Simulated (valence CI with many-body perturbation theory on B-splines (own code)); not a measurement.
# Energy levels of Au⁶⁶⁺

Calculated by relativistic CI+MBPT: three valence electrons over a frozen Dirac-Fock core [Ne], a basis of 11 s, 11 p, 10 d, 8 f, 5 g, 2 h functions for each j, with the one-electron correlation potential Σ1, the two-electron term Σ2, the three-electron term Σ3, Breit, model QED; selected CI, second order for the rest, scaled by the run's own slope (own B-spline code, finite nucleus).

The last digits are not significant, and no measured levels were compared; by estimate large intervals hold to a few tenths of a per cent, small ones and those within an open d or f shell to about a per cent.

Levels 46 to 90 of 157, with energies above the lowest level, (3s^2 3p1/2) J=1/2. "Leading %" is the weight of the configuration and term that name the level; weights of strongly mixed levels are sums over their largest components and can fall short. In the jj column 3d3/2^4 stands for four electrons in 3d with j = 3/2. Lifetimes count E1, E2, E3, M1 and M2 decay at the calculated energies, and are blank where another channel may lead or the interval is too uncertain; long ones can be off by a factor of two.

```tsv
No.	Configuration	Term	J	E (Ry)	Leading %	Lifetime	Second component	Leading jj
46	3p²3d	²D	3/2	118.88	32	173 fs	18 % 3p²3d ⁴P	3p1/2 3p3/2 3d3/2 (79 %)
47	3p²3d	²D	5/2	118.97	30	196 fs	22 % 3p²3d ⁴F	3p1/2 3p3/2 3d3/2 (84 %)
48	3p²3d	⁴P	1/2	119.26	31	216 fs	30 % 3p²3d ²P	3p1/2 3p3/2 3d3/2 (85 %)
49	3s3d²	⁴F	3/2	121.01	67	137 fs	14 % 3s3d² ²D	3s 3d3/2^2 (78 %)
50	3s3d²	⁴F	5/2	122.16	41	117 fs	21 % 3s3d² ²D	3s 3d3/2^2 (76 %)
51	3s3d²	⁴P	1/2	123.69	54	116 fs	26 % 3s3d² ²S	3s 3d3/2^2 (83 %)
52	3p²3d	⁴D	7/2	124.59	48	354 fs	32 % 3p²3d ⁴F	3p1/2 3p3/2 3d5/2 (98 %)
53	3p²3d	²G	9/2	125.18	58	671 fs	32 % 3p²3d ⁴F	3p1/2 3p3/2 3d5/2 (90 %)
54	3p²3d	²P	3/2	125.51	50	371 fs	21 % 3p²3d ⁴P	3p1/2 3p3/2 3d5/2 (94 %)
55	3p²3d	²D	5/2	125.83	44	417 fs	19 % 3p²3d ²F	3p1/2 3p3/2 3d5/2 (90 %)
56	3p²3d	²F	7/2	126.77	48	581 fs	18 % 3p²3d ⁴F	3p1/2 3p3/2 3d5/2 (76 %)
57	3p²3d	⁴P	5/2	126.95	42	309 fs	24 % 3p²3d ²F	3p1/2 3p3/2 3d5/2 (93 %)
58	3p²3d	²P	1/2	127.79	44	568 fs	35 % 3p²3d ²S	3p1/2 3p3/2 3d5/2 (84 %)
59	3p²3d	²D	3/2	128.10	58	315 fs	14 % 3p²3d ⁴D	3p1/2 3p3/2 3d5/2 (92 %)
60	3s3d²	⁴F	7/2	129.00	75	221 fs	11 % 3p²3d ²F	3s 3d3/2 3d5/2 (79 %)
61	3s3d²	⁴F	5/2	129.04	48	275 fs	25 % 3s3d² ⁴P	3s 3d3/2 3d5/2 (96 %)
62	3s3d²	⁴P	3/2	129.54	83	284 fs	9 % 3s3d² ²D	3s 3d3/2 3d5/2 (99 %)
63	3s3d²	²G	9/2	130.28	58	226 fs	33 % 3s3d² ⁴F	3s 3d3/2 3d5/2 (88 %)
64	3s3d²	²F	5/2	130.86	48	183 fs	29 % 3s3d² ⁴P	3s 3d3/2 3d5/2 (84 %)
65	3s3d²	²G	7/2	130.88	72	271 fs	21 % 3s3d² ²F	3s 3d3/2 3d5/2 (94 %)
66	3s3d²	²P	3/2	131.32	36	187 fs	31 % 3s3d² ²D	3s 3d3/2 3d5/2 (84 %)
67	3s3d²	²P	1/2	132.08	56	163 fs	24 % 3s3d² ⁴P	3s 3d3/2 3d5/2 (80 %)
68	3p3d²	⁴G°	5/2	132.63	52	1.11 ps	36 % 3p3d² ²F°	3p1/2 3d3/2^2 (100 %)
69	3p3d²	²D°	3/2	136.08	41	168 fs	35 % 3p3d² ⁴F°	3p1/2 3d3/2^2 (99 %)
70	3p3d²	²P°	1/2	136.10	45	315 fs	39 % 3p3d² ⁴D°	3p1/2 3d3/2^2 (99 %)
71	3s3d²	⁴F	9/2	137.00	66	1.17 ps	33 % 3s3d² ²G	3s 3d5/2^2 (97 %)
72	3s3d²	²D	5/2	138.18	51	1.00 ps	39 % 3s3d² ⁴P	3s 3d5/2^2 (98 %)
73	3s3d²	²F	7/2	138.84	64	940 fs	20 % 3s3d² ²G	3s 3d5/2^2 (94 %)
74	3p³	²P°	3/2	139.20	51	98.2 fs	28 % 3p³ ²D°	3p3/2^3 (98 %)
75	3s3d²	²P	3/2	139.32	50	799 fs	37 % 3s3d² ²D	3s 3d5/2^2 (93 %)
76	3s3d²	²S	1/2	140.82	65	807 fs	16 % 3s3d² ⁴P	3s 3d5/2^2 (96 %)
77	3p3d²	⁴G°	7/2	141.56	56	2.65 ps	15 % 3p3d² ²G°	3p1/2 3d3/2 3d5/2 (100 %)
78	3p3d²	²D°	5/2	141.83	25	1.74 ps	23 % 3p3d² ⁴F°	3p1/2 3d3/2 3d5/2 (100 %)
79	3p3d²	⁴D°	3/2	142.38	42	1.91 ps	20 % 3p3d² ²D°	3p1/2 3d3/2 3d5/2 (99 %)
80	3p3d²	⁴P°	1/2	142.62	49	2.00 ps	28 % 3p3d² ⁴D°	3p1/2 3d3/2 3d5/2 (100 %)
81	3p3d²	²H°	9/2	142.80	53	2.76 ps	32 % 3p3d² ²G°	3p1/2 3d3/2 3d5/2 (99 %)
82	3p3d²	⁴D°	5/2	144.63	28	244 fs	17 % 3p3d² ⁴F°	3p1/2 3d3/2 3d5/2 (99 %)
83	3p3d²	²F°	7/2	145.07	47	272 fs	29 % 3p3d² ²G°	3p1/2 3d3/2 3d5/2 (98 %)
84	3p3d²	²P°	3/2	145.50	32	224 fs	25 % 3p3d² ⁴D°	3p1/2 3d3/2 3d5/2 (99 %)
85	3p3d²	⁴D°	7/2	151.36	37	1.33 ps	30 % 3p3d² ²F°	3p1/2 3d5/2^2 (99 %)
86	3p3d²	²G°	9/2	151.76	32	1.77 ps	28 % 3p3d² ⁴G°	3p1/2 3d5/2^2 (99 %)
87	3p3d²	²P°	3/2	152.27	29	1.21 ps	24 % 3p3d² ²D°	3p1/2 3d5/2^2 (99 %)
88	3p3d²	²F°	5/2	152.49	39	1.40 ps	26 % 3p3d² ²D°	3p1/2 3d5/2^2 (99 %)
89	3p²3d	²D	3/2	154.58	33	104 fs	25 % 3p²3d ⁴P	3p3/2^2 3d3/2 (99 %)
90	3p3d²	²P°	1/2	154.61	71	1.05 ps	20 % 3p3d² ⁴D°	3p1/2 3d5/2^2 (98 %)
```
